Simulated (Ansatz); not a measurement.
CH4OSiZn. The species carries charge 0 and has multiplicity 1. The bonds changed during the relaxation, so this is another structure than the one it started from. All single points use the PBE0-D4/def2-TZVP geometry.

```xyz
8

Zn   -3.046    1.049    0.644
Si   -0.298   -0.622   -0.157
C     1.288    0.242   -0.064
O     0.039    0.947    0.284
H    -0.982   -0.840   -1.450
H    -0.730   -1.556    0.904
H     1.772    0.654   -0.947
H     1.957    0.127    0.786
```

(1) What is the dipole moment at PBE/def2-TZVPP? (Estimate.)

(2) And with r2SCAN, B3LYP, ωB97M-V? (Best estimate.)

(3) Give the Mulliken charges with PBE, B3LYP, r2SCAN in def2-TZVPP. (Best estimate.)

## Answers

(1) Computed: 1.20 D, with components (0.29, -1.11, -0.37) D in this frame, pointing from negative to positive charge.

(2) Computed: r2SCAN 1.34 D, B3LYP 1.45 D, ωB97M-V 1.45 D.

(3) Ansatz gave: 
| atom | PBE | B3LYP | r2SCAN |
| --- | --- | --- | --- |
| Zn1 | 0.04 | 0.03 | 0.03 |
| Si2 | 0.32 | 0.40 | 0.41 |
| C3 | -0.11 | -0.12 | -0.08 |
| O4 | -0.33 | -0.41 | -0.40 |
| H5 | -0.05 | -0.06 | -0.06 |
| H6 | -0.05 | -0.06 | -0.06 |
| H7 | 0.09 | 0.10 | 0.07 |
| H8 | 0.09 | 0.10 | 0.07 |

B3LYP here is the variant with VWN-RPA as its local correlation; programs differ in this.
